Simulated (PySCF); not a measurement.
# An excited-state table with gaps

C6H13OP.
SMILES: `C1[P@H](=O)CC[C@@H](C)C1`

Computed, not measured: TDDFT B3LYP/def2-SVPD, vertical, gas phase, core orbitals frozen in the response (PySCF 2.14.0, density-fitted response routines). Geometry: PBE0-D3(BJ)/def2-SVP, one conformer, isolated molecule.

Orbital energies (eV): HOMO-3 -9.19, HOMO-2 -9.03, HOMO-1 -7.44, HOMO -7.24, LUMO 0.09, LUMO+1 0.44, LUMO+2 0.63.

Lowest singlets, with some entries withheld (?).

```csv
state,ν̃ (cm⁻¹),f,"main configurations (H = HOMO, L = LUMO)"
S1,52630,0.0049,H→L (92%)
S2,54470,0.0054,"H-1→L (88%), H-1→L+4 (9%)"
S3,54890,0.0023,"H→L+1 (87%), H→L+3 (9%)"
S4,?,?,?
S5,56830,0.022,"H→L+3 (73%), H→L+4 (13%), H→L+1 (11%)"
S6,57190,0.0016,"H→L+2 (83%), H-1→L+1 (12%)"
S7,58370,0.0055,H-1→L+2 (93%)
S8,58700,0.020,"H-1→L+3 (63%), H-1→L+1 (22%), H-1→L+4 (12%)"
S9,?,?,?
S10,62700,0.0052,"H-1→L+4 (69%), H-1→L+3 (20%)"
```

Q: Supply the missing values.

A: 
- S4: ν̃ = 56690 cm⁻¹; f = 0.018; H-1→L+1 (63%), H→L+2 (14%), H-1→L+3 (13%)
- S9: ν̃ = 60590 cm⁻¹; f = 0.0000; H→L+4 (72%), H→L+3 (16%)

Q: What is the mean static polarisability from the same response equations?

A: 96.0 au (14.23 Å³), with principal values 82.9, 93.7 and 111.3 au.

Q: What is the vertical ionisation energy by ΔSCF at this level?

A: 9.37 eV; −ε(HOMO) is 7.24 eV.

Q: Where do the lowest triplets lie (Tamm–Dancoff)?

A: T1 6.35 eV, H→L (78%), H→L+4 (15%); T2 6.51 eV, H-1→L (69%), H-1→L+4 (20%); T3 6.73 eV, H→L+1 (74%), H→L+3 (18%); T4 6.79 eV, H-1→L+1 (71%), H-1→L+3 (18%). E(S1) − E(T1) = +0.18 eV.

The run took 3.5 min wall on one thread, Arm Neoverse V2 (aarch64), no GPU, shared host with 96 logical CPUs at a one-minute load of 30, and the process peaked at 1.2 GiB of memory.
